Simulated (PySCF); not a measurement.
## Vibration and rotation of ErCl

ROHF constants of ErCl, quartet, about 11.8 electrons in the 4f shell (Mulliken), real f orbitals that mix terms (PySCF, spin-free X2C with a Gaussian nucleus, basis sets Er x2c-SVPall, Cl x2c-SVPall; masses 165.9303 and 34.9689 u):

| Quantity | Value |
| --- | --- |
| ωe | 300.1 cm⁻¹ |
| ωexe | 0.771 cm⁻¹ |
| Be | 0.090389 cm⁻¹ |
| αe | 0.000349 cm⁻¹ |
| D (centrifugal) | 3.28e-08 cm⁻¹ |

Question: Give the vibrational terms G(v) and spacings up to v = 6.

Answer: G(v) = ωe(v+½) − ωexe(v+½)².

```tsv
v	G(v) (cm⁻¹)	G(v) − G(v−1)	Bv (cm⁻¹)
0	149.9		0.09021
1	448.4	298.6	0.08987
2	745.4	297.0	0.08952
3	1040.9	295.5	0.08917
4	1334.8	293.9	0.08882
5	1627.2	292.4	0.08847
6	1918.1	290.8	0.08812
```

These are scalar-relativistic numbers at best; spin–orbit coupling would shift them, the dissociation energy most. Hartree–Fock leaves out correlation, which carries a large part of most bond energies and some tenths to 1 eV of ionisation energies. The state is the lowest single determinant that the PBE0 search found; with open d or f shells the true ground state can be another one.
